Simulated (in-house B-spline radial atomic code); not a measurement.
# BP86 excitations of the rubidium ion Rb⁺

Method: BP86. Computed with a B-spline radial code for spherical atoms: linear response of the closed shell [Ar] 3d10 4s2 4p6 with the functional's adiabatic kernel; scalar-relativistic (spin-free one-electron X2C), finite nucleus, no spin-orbit coupling, no double excitations, S, P, D and F terms only; shells from n = 2 respond. Only terms of natural parity with L up to 3 were computed.

Command:
```bash
python run_td.py task.json out
```
Settings (radii: box in bohr, nucleus in fm):
```
Z                        37
electrons                36
configuration            [Ar] 3d10 4s2 4p6
hamiltonian              x2c
method                   b88,p86
box_radius               41.61
rms_radius               4.2036
intervals                75
```

Cost of the run: 2.8 s on 1 thread of Arm Neoverse N1, on a shared host.

The lowest states, in the order of their Tamm-Dancoff energies; the method's threshold (minus the highest occupied level) is 21.738 eV. Labels give the largest channel, * marks a mixed state, and oscillator strengths are full-response dipole values. Semilocal kernels can invert the small singlet-triplet splittings of Rydberg terms. Energies in eV:

```
     state  full response  Tamm-Dancoff  oscillator strength
4p → 5s 3P         15.623        15.635                    -
4p → 5s 1P         15.896        15.905                 0.43
4p → 4d 3P         17.165        17.207                    -
4p → 4d 3F         17.243        17.299                    -
4p → 5p 3S         17.929        17.939                    -
4p → 4d 1F              ?             ?                    -
4p → 5p 3D         18.041        18.046                    -
4p → 5p 1D         18.096        18.100                    -
4p → 5p 1S              ?             ?                    -
4p → 4d 1P         19.360        19.454                 1.04
4p → 6s 3P         19.641        19.643                    -
4p → 6s 1P         19.689        19.691               0.0927
4p → 5d 3P         20.240        20.244                    -
4p → 5d 3F         20.242        20.247                    -
4p → 6p 3S         20.256        20.259                    -
4p → 6p 3D         20.285        20.286                    -
```

(1) Where does 4p → 5p 1S lie?

(2) Where does 4p → 4d 1F lie?

(3) How large is the singlet-triplet splitting of 4p → 5s (P terms) in Tamm-Dancoff?

(4) What polarisabilities and dispersion coefficient does the method give?

## Answers

(1) At 18.643 eV in full response, 18.694 eV in Tamm-Dancoff.

(2) At 18.025 eV in full response, 18.035 eV in Tamm-Dancoff.

(3) 0.27 eV, from the unrounded values.

(4) Dipole 9.484 bohr³, quadrupole 38.48 bohr⁵, C6 57.89 hartree·bohr⁶ for two such species.
